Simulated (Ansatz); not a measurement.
System: sum formula SiH2I (charge 0, doublet). It need not be the lowest isomer of its formula. SMILES: [SiH2]I
Geometry: optimised at B3LYP-D3(BJ)/def2-TZVP (Ansatz, an electronic-structure program).

Quantity: vertical electron affinity (to the singlet state of charge -1; a negative value means that the extra electron is unbound and the number depends on the basis; each state is the SCF solution reached for its spin), in eV. Valence correlation only, unless marked. Open shells are spin-unrestricted. No spin-orbit coupling. The frozen core is the preceding noble-gas configuration, with the filled d and f shells of earlier blocks. Past Kr the def2 sets carry scalar-relativistic core potentials. Anions need diffuse functions: def2-D sets add few. CBS marks a two-point X^-3 extrapolation of the correlation energy; Hartree-Fock from the larger set. The bracket is a focal-point correction in the basis named.

| level | program | vertical electron affinity (eV) |
|---|---|---|
| HF/def2-SVPD | Ansatz | 0.37 |
| HF/def2-TZVPPD | Ansatz | 0.39 |
| HF/def2-QZVPPD | Ansatz | 0.41 |
| SVWN5/def2-TZVPD | Ansatz | 1.59 |

**Question.** Estimate the value at RI-MP2/CBS(def2-TZVPPD,def2-QZVPPD)+[CCSD(T)-MP2]/def2-TZVPPD as computed with Ansatz.

**Answer.** 1.55 eV, so SVWN5/def2-TZVPD differs from it by 0.04 eV.
